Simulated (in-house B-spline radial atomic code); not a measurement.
# The indium ion In²⁺: [Ar] 3d10 4s2 (4p1/2)1 (4p3/2)4 4d10 5s2 (with a hole in an inner shell)

Method: Dirac-Kohn-Sham B3LYP, spherical fractional occupations, Fermi nucleus of rms radius 4.6156 fm. Calculated with a B-spline radial code for spherical atoms.

Screening seen three ways: the hydrogenic charge with the same mean radius, Z_r = [3n² - l(l+1)]/(2<r>), the one with the same energy, Z_e = n√(-2ε), and Slater's rules. Values are occupation-weighted means over j. An effective charge above Z reflects the relativistic contraction of the inner shells.

| shell | electrons | ε (eV) | <r> (bohr) | Z_r | Z_e | Slater |
| --- | --- | --- | --- | --- | --- | --- |
| 1s | 2 | -27839 | 0.02971 | 50.48 | 45.23 | 48.70 |
| 2s | 2 | -4209.2 | 0.1281 | 46.84 | 35.18 | 44.85 |
| 2p | 6 | -3784.7 | 0.112 | 44.65 | 33.36 | 44.85 |
| 3s | 2 | -828.69 | 0.348 | 38.80 | 23.41 | 37.75 |
| 3p | 6 | -688.25 | 0.3465 | 36.08 | 21.34 | 37.75 |
| 3d | 10 | -467.97 | 0.324 | 32.40 | 17.59 | 27.85 |
| 4s | 2 | -149.8 | 0.8426 | 28.48 | 13.27 | 21.60 |
| 4p | 5 | -105.85 | 0.916 | 25.11 | 11.16 | 21.60 |
| 4d | 10 | -44.225 | 1.123 | 18.70 | 7.21 | 10.85 |
| 5s | 2 | -26.585 | 2.267 | 16.54 | 6.99 | 6.20 |

The least bound orbital is 5s1/2 at -26.59 eV, and it is also the most diffuse (<r> = 2.267 bohr). The part-filled 4p shell lies below the filled 5s shell in orbital energy.

For the 1s electron the small component carries 3.23 % of the norm, the zero-frequency Breit interaction raises the level by 63.39 eV, self-energy by 35.81 eV, and vacuum polarisation lowers it by 4.64 eV.

Caution: exact exchange at fractional occupations of open shells leaves self-interaction of up to several eV.
